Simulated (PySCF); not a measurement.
**Be⁺ (beryllium, charge +1) across methods**

[He] 2p1, 2P determinant (an excited configuration). Computed with PySCF 2.14 in x2c-QZVPPall, with scalar relativity by spin-free X2C-1e.

```tsv
method	E (hartree)	mean ε 1s α (eV)	mean ε 1s β (eV)	mean ε 2p α (eV)	Σ⟨r²⟩ (bohr²)	⟨S²⟩
BHandHLYP	-14.2008	-129.66	-129.41	-12.582	7.007	0.750
UHF	-14.13325	-140.18	-139.91	-14.146	7.271	0.750
PBE	-14.1751	-117.98	-117.66	-10.898	7.033	0.750
r2SCAN	-14.1986	-120.26	-120.03	-11.011	6.994	0.750
LDA	-13.9893	-116.63	-116.31	-10.685	7.107	0.750
HSE06	-14.1807	-123.30	-122.98	-11.410	7.043	0.750
r2SCANh	-14.1969	-122.29	-122.06	-11.343	7.005	0.750
PW91	-14.1908	-118.21	-117.89	-10.932	7.012	0.750
PBE0	-14.1775	-123.70	-123.40	-11.796	7.055	0.750
```
